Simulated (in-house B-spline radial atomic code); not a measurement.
# Solving the quasi-particle equation for 5p of Ba²⁺

Configuration [Kr] 4d10 5s2 5p6, start PBE, empty levels kept to 750 hartree. Computed with a B-spline radial code for spherical atoms: all electrons, scalar-relativistic (spin-free one-electron X2C), finite nucleus, each spin shell either full or empty, empty states to l = 9 with an (l + 1/2)⁻⁴ tail; G0W0 by contour deformation at full frequency.

Spin-orbit coupling, left out, splits p levels strongly here.

Spin-orbit coupling splits this shell strongly; the level is its average.

At the mean-field level ε = -30.907 eV the matrix elements are Σx = -23.516 eV, v_xc = -18.483 eV and Σc(ε) = -1.044 eV, and the slope of the correlation self-energy is dΣc/dω = -0.0756. The quasi-particle energy solves E = ε + Σx − v_xc + Σc(E).

What does the linearised equation give?

Z = 1/(1 − dΣc/dω) = 1/1.0756 = 0.9297. The first-order shift is Σx − v_xc + Σc(ε) = -23.516 − (-18.483) + (-1.044) = -6.077 eV, so E ≈ ε + Z × shift = -30.907 + 0.9297 × (-6.077) = -36.557 eV.

How does that compare with the full solution and with static screening?

Solving the equation at full frequency dependence gives E = -36.520 eV, where Σc = -0.580 eV and the weight is 0.916; the linearised value is off by 37 meV. Leaving Z out would give -36.984 eV. Static COHSEX puts -3.416 eV in place of Σc and gives -39.356 eV, 2.84 eV deeper. The tabulated removal energy is 35.844 ± 0.0025 eV (NIST, measured); the run leaves out spin-orbit coupling, Breit and QED terms.
